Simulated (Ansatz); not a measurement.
**Energy profile**

The step: MgH₃ClO₃ ([OH][OH][Mg]([OH])[Cl]) → MgH₃ClO₃ ([OH2][Mg]1([Cl])[O][OH]1); bonds formed: Mg1–O5, O2–H4; bonds broken: H4–O5; bonds weakened to dative contacts: Mg1–O2 (atoms numbered as in the saddle structure below).

```
8
angstrom
Mg -0.6506 0.1680 -0.7058
O 1.1873 -0.2394 -0.9869
Cl -2.6302 0.5847 -1.5461
H 1.1487 0.2009 0.2012
O 0.4852 0.7121 1.0184
O -0.3993 -0.4207 1.2800
H 1.7913 -0.9197 -1.2723
H -0.9322 -0.0858 2.0114
```

Electronic energies by CCSD(T) at an estimated basis limit (MP2 extrapolated from triple and quadruple zeta, plus CCSD(T) − MP2 in triple zeta), on PBE0-D4/def2-TZVP structures; MgH₃ClO₃, singlet; no counterpoise correction. Ansatz 0.2.0; basis: def2-TZVPP and def2-QZVPP; cores frozen in the correlated methods. The outer core shell of Li, Na, Mg and K is correlated. The def2 sets are not built for correlating such inner shells, so the correlated values are less sure here. Extrapolation: Hartree–Fock as exp(−7.88 √X), correlation as X^−2.97.

(1) Give the profile in eV, counted from the separated reactants. (To be estimated.)

T1 diagnostic: at most 0.013.

Results:

(1) By the calculation:
| point | eV |
| --- | --- |
| separated: MgHClO (linked as [OH][Mg][Cl]; Mg1, O2, Cl3, H7; singlet) + H₂O₂ (linked as [OH][OH]; H4, O5, O6, H8; singlet) | 0.000 |
| start structure | -1.253 |
| saddle | -1.055 |
| end structure | -1.360 |
| separated: MgHClO₂ (linked as [Cl][Mg]1[O][OH]1; Mg1, Cl3, O5, O6, H8; singlet) + H₂O (O2, H4, H7; singlet) | -0.313 |
The saddle lies below the separated reactants: the barrier is submerged.

For scale, one of the runs: CCSD(T)/def2-TZVPP, 209 basis functions, launched by `ansatz run in.yaml --threads 4 --pin off --events-out ev --progress --plain --max-ram 9574MiB`. The run took 2.3 min on 4 CPU threads of a Oxide Virtual Turin-like (shared host), with 3.3 GiB of host memory at its peak.
